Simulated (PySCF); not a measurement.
# Excitation energy of C²⁺ by level of theory

C²⁺ [He] 2s2 (1S) → C²⁺ [He] 2s1 3s1 (3S), as a difference of total energies. All numbers are calculated (PySCF 2.14, no relativity, point nucleus, in aug-cc-pVTZ). Correlated levels: valence: 1s2 frozen. The calculations carry no spin-orbit coupling.

```
           method  excitation energy (cm⁻¹)
              UHF                    225390
    MP2 (valence)                    233860
SCS-MP2 (valence)                    236410
   CCSD (valence)                    238900
```

The promoted electron is Rydberg-like, and one or two diffuse shells describe it only roughly, which tends to raise the upper state.

With two correlated electrons CCSD is exact in that space.

The coupled-cluster amplitudes are large for the lower state (T1 above 0.03 or a double amplitude above 0.15), so a single reference is strained.
